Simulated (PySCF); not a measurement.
Compound: C11H12O2.
SMILES: `O=C1CCCC2=CC=CC(CO)=C12`

The closed-shell ground state was solved at several levels (PySCF, density fitting, gas phase, non-relativistic). Isolated species at its PBE0-D3(BJ)/def2-SVP geometry (one conformer only).

```tsv
level	basis functions	HOMO (eV)	LUMO (eV)	gap (eV)	dipole (D)
PBE0/pcSseg-1	281	-7.23	-1.95	5.28	4.88
B97-2/pcSseg-1	281	-6.96	-1.99	4.97	4.86
CAM-B3LYP/def2-SVPD	362	-8.60	-0.94	7.66	5.16
```

Q: What might B3LYP/pcJ-1 (471 basis functions) give for the same quantities?

A: HOMO -6.94 eV, LUMO -2.11 eV, gap 4.83 eV, dipole 4.92 D.

Q: Over all these levels, which gives the widest orbital gap and which the narrowest?

A: CAM-B3LYP/def2-SVPD (range-separated hybrid) has the widest, 7.66 eV, and B3LYP/pcJ-1 (global hybrid, 20 % exact exchange) the narrowest, 4.83 eV. Functional and basis both differ between the two, so the spread mixes both effects.

Q: How far do the dipole and the HOMO energy spread over the levels?

A: The dipole runs from 4.86 to 5.16 D (mean 4.95 D) and the HOMO from -8.60 to -6.94 eV.
